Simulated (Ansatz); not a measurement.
Results of the Gaussian-basis code of Ansatz.

A structure relaxed at PBE0-D4/def2-TZVP, charge 0, multiplicity 1:

Cartesian coordinates in Å:
```
Cl 2.1850 -0.0645 -1.2136
C 1.6601 -0.5159 0.4330
Si 0.1061 0.4609 0.8882
Sn -1.6843 0.1045 -0.9093
H 2.4888 -0.3043 1.1094
H 1.4774 -1.5906 0.4345
H -0.3657 -0.0150 2.2199
H 0.4661 1.8987 1.0007
H -1.4087 1.0805 -2.2785
H -1.6926 -1.5333 -1.3948
H -3.2323 0.4791 -0.2895
```

Task: Give its formula and SMILES.

Result: CH7ClSiSn, `ClC[SiH2][SnH3]`.

Task: Summarise the bond lengths by kind.

Result: 1 × C–Cl 1.786 Å; 1 × C–Si 1.891 Å; 2 × C–H 1.090 Å; 1 × Si–Sn 2.562 Å; 2 × H–Si 1.486 to 1.491 Å; 3 × H–Sn 1.704 to 1.709 Å.
